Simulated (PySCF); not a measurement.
W(O)(S)(Br)(SH) (BrHOS2W), SMILES [O]=[W](=[S])([SH])[Br], multiplicity 1. Atoms are numbered in the order given.

```xyz
6

W      0.1785    -0.3329    -0.0514
O      1.2009    -0.8904    -1.2965
S      1.1262    -0.6214     1.8451
Br    -0.3297     2.0204    -0.4055
S     -1.7192    -1.6989     0.0118
H     -1.7904    -1.8351    -1.3380
```
Charge 0, spin multiplicity 1.

Coordinates come from a B3LYP-D3(BJ)/def2-SVP optimisation. The multiplicity is an assumed one; other spin states were not compared. The def2 effective core potentials stand for the cores of W; spin–orbit coupling is left out. One conformer was computed; it need not be the lowest.

Calculation: PBE/def2-TZVP in PySCF.

Computed frontier levels, gap, dipole moment and polarisability:
| Property | Result |
|---|---|
| highest occupied level | -6.87 eV |
| lowest empty level | -4.01 eV |
| orbital gap | 2.86 eV |
| dipole moment | 1.99 D |
| quadrupole, principal values (traceless, Buckingham form, about the centre of nuclear charge) | -6.40, -0.95, 7.35 D·Å |
| mean static polarisability | 105.8 bohr³ (15.68 Å³) |
| polarisability, principal values | 82.2, 116.8, 118.3 bohr³ |
